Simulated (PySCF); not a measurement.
Molecule: SMILES O=C(O)CC(F)(F)F, C$_{3}$H$_{3}$F$_{3}$O$_{2}$.

Bonds (- single, = double, # triple, : aromatic): O1=C2 1.199 Å, C2-O3 1.335 Å, C2-C4 1.511 Å, C4-C5 1.513 Å, C5-F6 1.336 Å, C5-F7 1.336 Å, C5-F8 1.331 Å. O3 carries H9; C4 carries H10, H11.

Geometry PBE0-D3(BJ)/def2-SVP throughout; GIAO in PySCF 2.14.0 with density-fitted response routines, gas phase, one conformer, non-relativistic; equivalent atoms averaged; functional PBE0.

For orientation, 6-31G* gives these shifts δ (against H2O, TMS, CFCl3 at the same level): O1 401.9, O3 179.4, C2 153.6, C5 121.5, C4 40.1, F6/F7/F8 -76.3, H9 5.48, H10/H11 2.63 ppm.

A run gave: O1 432.1, O3 196.8, C2 159.3, C5 124.6, C4 41.8, F6/F7/F8 -72.9, H9 5.20, H10/H11 2.53 ppm (shifts δ (against H2O, TMS, CFCl3 at the same level)).

**Question.** Which basis set was used in that run?
A. IGLO-III
B. aug-cc-pVDZ
C. 6-311+G(2d,p)
D. cc-pVTZ
E. cc-pVDZ

**Answer.** E. H9 tells them apart best: cc-pVDZ gives 5.20, aug-cc-pVDZ gives 5.93, IGLO-III gives 5.96, 6-311+G(2d,p) gives 5.72, cc-pVTZ gives 5.92 ppm.
